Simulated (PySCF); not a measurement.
RuN⁺: frontier orbitals

PBE0 at R = 1.573 Å; basis Ru def2-TZVPPD with ECP28, N def2-TZVPPD; scalar-relativistic core potentials; PySCF 2.14. State: ³Δ (triplet), unpaired electrons σ ↑, δ ↑. Only the outer orbitals are listed, counted within each symmetry, core potentials removing the inner ones.

| spin | orbital | occ. | ε (eV) | on Ru (%) | main shells (%) |
| --- | --- | --- | --- | --- | --- |
| α | 4σ | 1 | -29.25 | 16 | 82 N s, 13 Ru d |
| α | 5σ | 1 | -19.17 | 42 | 42 Ru d, 40 N p, 18 N s |
| α | 2π | 1 | -18.95 | 62 | 62 Ru d, 36 N p |
| α | 2π | 1 | -18.95 | 62 | 62 Ru d, 36 N p |
| α | 1δ | 1 | -17.10 | 100 | 100 Ru d |
| α | 1δ | 1 | -16.16 | 100 | 100 Ru d |
| α | 6σ | 1 | -13.24 | 76 | 58 Ru s, 26 N p, 18 Ru d |
| α | 3π | 0 | -10.39 | 45 | 56 N p, 34 Ru d, 10 Ru p |
| α | 3π | 0 | -10.39 | 45 | 56 N p, 34 Ru d, 10 Ru p |
| α | 7σ | 0 | -7.89 | 77 | 41 Ru p, 21 Ru s, 19 N p |
| β | 1π | 1 | -59.81 | 100 | 100 Ru p |
| β | 1π | 1 | -59.81 | 100 | 100 Ru p |
| β | 4σ | 1 | -29.51 | 15 | 83 N s, 12 Ru d |
| β | 2π | 1 | -18.62 | 46 | 53 N p, 45 Ru d |
| β | 2π | 1 | -18.62 | 46 | 53 N p, 45 Ru d |
| β | 5σ | 1 | -18.25 | 36 | 45 N p, 37 Ru d, 18 N s |
| β | 1δ | 1 | -15.30 | 100 | 100 Ru d |
| β | 1δ | 0 | -10.85 | 99 | 100 Ru d |
| β | 3π | 0 | -10.00 | 57 | 51 Ru d, 43 N p |
| β | 3π | 0 | -10.00 | 57 | 51 Ru d, 43 N p |

Which are the highest filled and the lowest empty level, where do they sit, and how wide is the gap?

Highest filled α 6σ at -13.24 eV (in %: 58 Ru s, 26 N p, 18 Ru d); lowest empty β 1δ at -10.85 eV (in %: 100 Ru d); the gap at PBE0 is 2.39 eV.

The bond order (Mayer) is 2.86, the ⟨S²⟩ is 2.054 and the charge on Ru (Mulliken, basis-dependent) is 1.08. The charge on Ru (Löwdin, basis-dependent) is 1.06 and the dipole moment (positive dipole points towards N; it is taken about the centre of mass and depends on that origin) is -2.07 D. The polarisability along the bond is 36.3 bohr³ and the polarisability across the bond is 42.4 bohr³.

Spin–orbit coupling is left out. The state is the lowest single determinant that the PBE0 search found; with open d or f shells the true ground state can be another one.
